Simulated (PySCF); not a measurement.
**Excitation energy of Mg by level of theory**

Mg [Ne] 3s2 (1S) → Mg [Ne] 3s1 4s1 (3S), as a difference of total energies. Computed with PySCF 2.14 in aug-cc-pVTZ with one added diffuse shell each of s, p, d, f type (7s6p4d3f, 66 functions), with no relativity, point nucleus. Correlated levels: valence: [Ne] frozen. The calculations carry no spin-orbit coupling.

```tsv
method	excitation energy (eV)	error (eV)
UHF	4.208	-0.900
LDA	5.050	-0.058
PBE	4.944	-0.164
PBE0	4.904	-0.204
r2SCAN	4.833	-0.275
MN15	5.199	+0.091
B2PLYP	5.063	-0.045
CAM-B3LYP	5.183	+0.075
B97-3	5.162	+0.054
MP2 (valence)	4.801	-0.307
SCS-MP2 (valence)	4.965	-0.143
```

Reference: 5.108 eV (measured; NIST levels).

Errors of the correlated levels include the incompleteness of this basis and the frozen core.
